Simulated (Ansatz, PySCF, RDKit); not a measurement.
Torsion H4–S1–Si2–S3 in H2S2Si (SMILES S[Si]S); at each angle all else is relaxed with GFN2-xTB, and the levels are single points there.
Geometry at 180° (charge 0, multiplicity 1):
```xyz
5

S      1.6579    -0.4988     0.0537
Si    -0.1127    -1.1893    -1.0280
S     -0.1042    -3.2659    -0.3996
H      1.5830     0.7518    -0.3755
H      0.9710    -3.2404     0.3752
```

On the grid 0° to 330°, 90° is the highest and 180° the lowest point at CCSD(T)/CBS(cc-pV(T+d)Z, cc-pV(Q+d)Z).

Correlated levels freeze the cores. CBS: X⁻³ extrapolation of the correlation energy, Hartree–Fock from the larger set. Rows in 6-31G* carry no dispersion term and start afresh at each structure (6-31G* with six Cartesian d functions). MP2/6-31G* freezes PySCF's default core.

Codes used: Ansatz (a program for electronic structure); PySCF for 6-31G* rows, the dispersion terms; RDKit for the force fields. Each number belongs to the level named beside it.

```json
[
 {"level": "MMFF94", "energy at 90° less that at 180° (kJ/mol)": "-0.5"},
 {"level": "HF/cc-pV(D+d)Z", "energy at 90° less that at 180° (kJ/mol)": "43.7"},
 {"level": "HF/cc-pV(T+d)Z", "energy at 90° less that at 180° (kJ/mol)": "43.5"},
 {"level": "SVWN5/def2-TZVPP", "energy at 90° less that at 180° (kJ/mol)": "43.6"},
 {"level": "B3LYP-D3(BJ)/def2-TZVPP", "energy at 90° less that at 180° (kJ/mol)": "42.2"},
 {"level": "MP2/6-31G*", "energy at 90° less that at 180° (kJ/mol)": "___"},
 {"level": "MP2/cc-pV(Q+d)Z", "energy at 90° less that at 180° (kJ/mol)": "44.1"},
 {"level": "CCSD/cc-pV(Q+d)Z", "energy at 90° less that at 180° (kJ/mol)": "42.0"},
 {"level": "CCSD(T)/CBS(cc-pV(T+d)Z, cc-pV(Q+d)Z)", "energy at 90° less that at 180° (kJ/mol)": "42.0"}
]
```

**Question.** What belongs in the gaps?

**Answer.** 
- MP2/6-31G*, energy at 90° less that at 180° (kJ/mol): 46.4
